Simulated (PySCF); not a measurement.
`ClC1CCOCC1`, C5H9ClO

Geometry:
```tsv
atom	x (Å)	y (Å)	z (Å)
Cl1	-0.319	-1.375	2.789
C2	-0.403	-1.644	0.997
C3	-1.428	-0.701	0.385
C4	-0.914	0.731	0.375
O5	0.331	0.826	-0.268
C6	1.323	0.064	0.371
C7	0.969	-1.416	0.380
H8	-0.716	-2.692	0.892
H9	-2.386	-0.771	0.921
H10	-1.602	-1.026	-0.655
H11	-1.606	1.389	-0.170
H12	-0.842	1.104	1.417
H13	2.261	0.236	-0.178
H14	1.471	0.414	1.412
H15	0.932	-1.782	-0.661
H16	1.734	-1.999	0.913
```

The calculation used quadratic response CAM-B3LYP/aug-cc-pVDZ first hyperpolarisability, Taylor convention, gas phase (PySCF 2.14.0). Geometry: PBE0-D3(BJ)/def2-SVP.

(1) What is the first hyperpolarisability, and how does it disperse?

(2) Which lowest excitations, dipole and polarisabilities go with it?

Results:

(1) In au, Taylor convention; the vector part is βᵢ = ⅓ Σⱼ (βᵢⱼⱼ + βⱼᵢⱼ + βⱼⱼᵢ); β∥ is 3/5 of the vector part along the dipole, the dipole points from − to +:
| process | λ (nm) | β vector norm | β∥ | β HRS | depolarisation ratio |
| --- | --- | --- | --- | --- | --- |
| static β(0;0,0) | ∞ | 96.7 | 0.2 | 37.7 | 6.33 |
| second harmonic β(−2ω;ω,ω) | 1907 | 100.5 | 0.4 | 39.2 | 6.31 |
| Pockels β(−ω;ω,0) | 1907 | 98.0 | 0.2 | – | – |
| second harmonic β(−2ω;ω,ω) | 1064 | 109.5 | 1.1 | 42.7 | 6.26 |
| Pockels β(−ω;ω,0) | 1064 | 100.7 | 0.4 | – | – |

(2) S1 6.63 eV (f = 0.001); S2 6.99 eV (f = 0.003); S3 7.13 eV (f = 0.019); dipole 1.54 D; isotropic α 75.7 au static, 75.9 au at 1907 nm, 76.2 au at 1064 nm, 76.4 au at 953.5 nm, 77.8 au at 532 nm.
